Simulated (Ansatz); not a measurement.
Species: CH6B2, SMILES `BCB` (charge 0, multiplicity 1).

### Question
Give a relaxed geometry from PBE0-D3(BJ)/def2-TZVP (Ansatz, a program for electronic structure).

### Answer
One answer among several that fit: the end point of this relaxation, one of several conformers (outside a Z-matrix the atoms follow the SMILES, hydrogens last).
Bond lengths (Å): B1–C2 1.550, B1–H4 1.197, B1–H5 1.197, C2–B3 1.551, C2–H6 1.089, C2–H7 1.106, B3–H8 1.197, B3–H9 1.197. Bond angles (°): C2–B1–H4 121.3, C2–B1–H5 119.8, H4–B1–H5 118.9, B1–C2–B3 108.8, B1–C2–H6 115.1, B1–C2–H7 102.4, B3–C2–H6 115.0, B3–C2–H7 102.3, H6–C2–H7 111.8, C2–B3–H8 121.4, C2–B3–H9 119.8, H8–B3–H9 118.9.
